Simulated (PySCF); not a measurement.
**UHF on Ni¹²⁺ (nickel, charge +12)**

Configuration: [Ne] 3s2 3p4, high-spin 3P determinant. Computed with PySCF 2.14 in an uncontracted even-tempered set (19 s from 0.59 bohr⁻², ratio 2.5; 12 p from 0.76 bohr⁻², ratio 2.5; 5 d from 5.6 bohr⁻², ratio 2.7; 4 f from 8.4 bohr⁻², ratio 2.7), with scalar relativity by spin-free X2C-1e.

| Item | Value |
| --- | --- |
| Total energy | -1457.814114 hartree |
| One-electron energy | -1801.0261 hartree |
| Hartree (Coulomb) energy | 395.2789 hartree |
| Exchange energy | -52.0669 hartree |
| ⟨S²⟩ | 2.0027 |
| ⟨L²⟩ | 2.008 |
| Sum of ⟨r⟩ | 5.784 bohr |
| Sum of ⟨r²⟩ | 3.406 bohr² |
| Traceless quadrupole moment −½Σ⟨3z² − r²⟩ along its main axis | -0.197 e·bohr² |

| shell | electrons | mean orbital energy (eV) | spread (eV) | rms radius, mean of both spins (bohr) |
| --- | --- | --- | --- | --- |
| 1s α | 1 | -8766.5 | 0 | 0.0624 |
| 1s β | 1 | -8763.2 | 0 | 0.0624 |
| 2s α | 1 | -1411.3 | 0 | 0.263 |
| 2s β | 1 | -1409.0 | 0 | 0.263 |
| 2p α | 3 | -1261.8 | 2.673 | 0.236 |
| 2p β | 3 | -1257.3 | 2.143 | 0.236 |
| 3s α | 1 | -441.86 | 0 | 0.696 |
| 3s β | 1 | -425.15 | 0 | 0.696 |
| 3p α | 3 | -390.66 | 5.104 | 0.700 |
| 3p β | 1 | -383.33 | 0 | 0.700 |

Densities and radii are taken from the X2C orbitals without a picture-change correction, which distorts them close to the nucleus.

Spin-orbit constants ζ (cm⁻¹) from the X2C one-electron operator on these orbitals: bare nucleus, nucleus screened by l(l+1)(2l+1)/3 electrons, and screened by the Breit-Pauli mean field of the electrons.

```csv
shell,bare,screened nucleus,mean field
2p,99880,92740,89550
3p,17720,16460,15860
```

To first order the Landé constant is A = -7931 cm⁻¹, so the lowest level has J = 2 and lies 0.983 eV below the centre of the term. This holds in LS coupling only.
